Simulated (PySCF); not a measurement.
Species: C8H12NP.
Geometry (GFN2-xTB, Å), atoms numbered from 1 in this order:
```
atom  x, y, z in Å
C1     3.7409   -0.6362    0.1745
C2     2.6061   -0.5750   -0.2209
P3     1.0088   -0.4497   -0.9966
N4     0.8960   -0.0421   -2.4908
C5    -0.0413   -1.7843   -0.2137
C6    -1.0683   -0.6915    0.1595
C7    -1.7542   -0.8701    1.5002
C8    -0.1216    0.5425    0.0776
C9    -0.6869    1.7754   -0.5157
C10   -0.7916    2.9279    0.1218
H11    4.7161   -0.6961    0.5645
H12    1.4387   -0.5859   -3.1463
H13   -0.4201   -2.5707   -0.8649
H14    0.4197   -2.2314    0.6666
H15   -1.8190   -0.6114   -0.6312
H16   -2.3667   -1.7698    1.4976
H17   -1.0187   -0.9563    2.2982
H18   -2.3946   -0.0157    1.7107
H19    0.3333    0.7378    1.0540
H20   -1.0160    1.6739   -1.5410
H21   -1.2104    3.8019   -0.3467
H22   -0.4606    3.0461    1.1417
```

NICS = −σ at a ghost point: NICS(0) at the centroid of the ring atoms, NICS(1) 1 Å to either side along the normal of their mean plane, zz for the tensor component along that normal. Level: GIAO PBE0/pcSseg-1 (PySCF, non-relativistic, gas phase) on the GFN2-xTB geometry, one conformer.

Ring bond lengths (Å), with Mayer bond orders in brackets: P3–C5 1.870 (0.92), C5–C6 1.545 (0.97), C6–C8 1.557 (0.92), C8–P3 1.848 (0.90).

Problem. Give the NICS values of each ring in ppm.

Solution. 
```json
{"ring": "P3–C5–C6–C8", "type": "4-membered ring with P; formal bonds all single", "NICS(0)": "-0.9", "NICS(1), two faces": "-0.7 / -2.2", "NICS(1)zz, two faces": "4.1 / 3.7", "rms pucker (Å)": "0.14", "centre to ring atoms, mean (Å)": "1.19"}
```

Problem. What can be read from them?

Solution. 
- P3–C5–C6–C8: mean NICS(1)zz 3.9 ppm, deshielded. P3, C5, C6, C8 have four or more neighbours, so the value isn't read as a sign of a π ring current.

Problem. What is the mean of the two in-plane components of NICS at the first NICS(1) probe listed for ring P3–C5–C6–C8, 1 Å off the ring?

Solution. The isotropic value is a third of the trace: (3 × -0.7 − (4.1))/2 = -3.1 ppm.

Problem. How shielded are the nuclei of the rings and their hydrogens (means over atoms taken as equivalent)?

Solution. 
```
atoms                     environment  σ isotropic (ppm)
   P3  phosphorus bonded to 3 C and N              354.2
   C5  sp3 carbon bound to phosphorus              136.8
   C6       four-membered-ring carbon              150.2
   C8  sp3 carbon bound to phosphorus              122.9
  H13              methylene hydrogen              29.40
  H14              methylene hydrogen              29.69
  H15                methine hydrogen              29.25
  H19                methine hydrogen              28.95
```
